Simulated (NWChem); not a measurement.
Program: NWChem. System: H$_{2}$O$_{4}$S, charge 1, spin multiplicity 2, at the geometry of a parent with another charge or spin, in a state set for the comparison that need not be this species' ground state. Its SCF solution wasn't tested for a lower state.

The NWChem input:

```
start mol
memory heap 200 mb stack 900 mb global 1100 mb
charge 1
geometry units angstroms nocenter noautoz
  O     -0.301404     1.237375     0.870504
  S      0.000000     0.000000    -0.171581
  O      1.271184     0.252501    -0.841629
  O     -1.271184    -0.252501    -0.841629
  O      0.301404    -1.237375     0.870504
  H      0.572121     1.595328     1.141647
  H     -0.572121    -1.595328     1.141647
  symmetry group C2
end
basis spherical
  * library def2-tzvp
end
dft
  xc hfexch 0.53 becke88 0.47 lyp 0.73 mp2 0.27
  dftmp2
  odft
  mult 2
  semidirect memsize 60000000 filesize 0
  iterations 100
end
mp2
  freeze core 9
end
task dft energy
```

The output up to the point where the run's verdict is printed (cleaned and shortened):

```
             Northwest Computational Chemistry Package (NWChem) 7.3.0
             --------------------------------------------------------

                                NWChem Input Module
                                -------------------

 Scaling coordinates for geometry "geometry" by  1.889725989
 (inverse scale =  0.529177249)

 Turning off AUTOSYM since
 SYMMETRY directive was detected!

                             Geometry "geometry" -> ""
                             -------------------------

 Output coordinates in angstroms (scale by  1.889725989 to convert to a.u.)

  No.       Tag          Charge          X              Y              Z
 ---- ---------------- ---------- -------------- -------------- --------------
    1 O                    8.0000    -0.30140400     1.23737500     0.87050400
    2 S                   16.0000     0.00000000     0.00000000    -0.17158100
    3 O                    8.0000     1.27118400     0.25250100    -0.84162900
    4 O                    8.0000    -1.27118400    -0.25250100    -0.84162900
    5 O                    8.0000     0.30140400    -1.23737500     0.87050400
    6 H                    1.0000     0.57212100     1.59532800     1.14164700
    7 H                    1.0000    -0.57212100    -1.59532800     1.14164700

 Effective nuclear repulsion energy (a.u.)     281.4230519771

            Nuclear Dipole moment (a.u.)
            ----------------------------
        X                 Y               Z
 ---------------- ---------------- ----------------
     0.0000000000     0.0000000000    -0.0000037795

      Symmetry information
      --------------------

 Group name             C2
 Group number              4
 Group order               2
 No. of unique centers     4

      Symmetry unique atoms

     1    2    3    6


 Summary of "ao basis" -> "" (spherical)
 ------------------------------------------------------------------------------
       Tag                 Description            Shells   Functions and Types
 ---------------- ------------------------------  ------  ---------------------
 *                         def2-tzvp                  on all atoms
[...]
 d= 0,ls=0.0,diis    75   -699.2625439278  8.33D-04  2.36D-05  4.25D-03   154.2
                                                     7.26D-05  3.26D-03
 d= 0,ls=0.0,diis    76   -699.2625572751 -1.33D-05  2.39D-05  4.06D-03   155.9
                                                     1.28D-04  3.12D-03
 d= 0,ls=0.0,diis    77   -699.2618189624  7.38D-04  1.74D-05  5.17D-03   158.0
                                                     7.72D-05  3.97D-03
 d= 0,ls=0.0,diis    78   -699.2622004813 -3.82D-04  4.06D-05  4.70D-03   159.8
                                                     1.37D-04  3.59D-03
 d= 0,ls=0.0,diis    79   -699.2630053449 -8.05D-04  3.94D-05  3.55D-03   161.6
                                                     1.10D-04  2.73D-03
 d= 0,ls=0.0,diis    80   -699.2623959011  6.09D-04  2.63D-04  4.37D-03   163.5
                                                     1.18D-03  3.33D-03
 d= 0,ls=0.0,diis    81   -699.2666440071 -4.25D-03  6.83D-06  2.09D-04   165.4
                                                     4.10D-05  1.73D-04
 d= 0,ls=0.0,diis    82   -699.2667294789 -8.55D-05  2.18D-04  2.08D-04   168.2
                                                     1.39D-03  1.72D-04
 d= 0,ls=0.0,diis    83   -699.2628474439  3.88D-03  4.66D-05  2.97D-03   170.0
                                                     6.91D-05  2.24D-03
 d= 0,ls=0.0,diis    84   -699.2624167795  4.31D-04  1.61D-04  3.75D-03   171.7
                                                     6.63D-04  2.84D-03
 d= 0,ls=0.0,diis    85   -699.2651841675 -2.77D-03  1.97D-05  4.70D-04   173.7
                                                     1.50D-04  3.66D-04
 d= 0,ls=0.0,diis    86   -699.2648763625  3.08D-04  1.18D-04  6.78D-04   176.7
                                                     3.72D-04  5.07D-04
 d= 0,ls=0.0,diis    87   -699.2632641261  1.61D-03  1.10D-04  2.62D-03   178.6
                                                     3.28D-04  1.98D-03
 d= 0,ls=0.0,diis    88   -699.2646320799 -1.37D-03  2.69D-05  1.03D-03   180.4
                                                     1.04D-04  7.85D-04
 d= 0,ls=0.0,diis    89   -699.2645843405  4.77D-05  1.61D-05  1.30D-03   182.2
                                                     1.36D-04  1.01D-03
 d= 0,ls=0.0,diis    90   -699.2642484915  3.36D-04  7.36D-05  1.58D-03   184.0
                                                     3.83D-04  1.21D-03
 d= 0,ls=0.0,diis    91   -699.2654176528 -1.17D-03  9.49D-05  4.25D-04   185.7
                                                     2.63D-04  3.46D-04
 d= 0,ls=0.0,diis    92   -699.2660519957 -6.34D-04  4.54D-06  2.80D-05   187.4
                                                     1.12D-05  4.88D-05
 d= 0,ls=0.0,diis    93   -699.2660556447 -3.65D-06  2.18D-06  2.61D-05   189.1
                                                     9.89D-06  4.75D-05
 d= 0,ls=0.0,diis    94   -699.2660659961 -1.04D-05  6.42D-06  2.55D-05   190.7
                                                     4.99D-05  4.74D-05
 d= 0,ls=0.0,diis    95   -699.2659768035  8.92D-05  1.22D-05  3.13D-05   192.5
                                                     3.52D-05  5.07D-05
 d= 0,ls=0.0,diis    96   -699.2659735060  3.30D-06  1.98D-05  2.86D-05   194.4
                                                     5.96D-05  4.79D-05
 d= 0,ls=0.0,diis    97   -699.2659637715  9.73D-06  3.69D-05  2.64D-05   196.3
                                                     1.55D-04  4.45D-05
 d= 0,ls=0.0,diis    98   -699.2661472535 -1.83D-04  2.42D-05  3.31D-05   198.9
                                                     2.36D-04  4.91D-05
 d= 0,ls=0.0,diis    99   -699.2657608914  3.86D-04  1.17D-04  6.03D-05   201.3
                                                     4.53D-04  6.26D-05
 d= 0,ls=0.0,diis   100   -699.2654397532  3.21D-04  1.84D-04  6.93D-05   203.2
                                                     4.58D-04  5.23D-05
```

The run did not converge; its last values are not results. The next line reads: Calculation failed to converge. NWChem stopped with the message: dft energy failed.
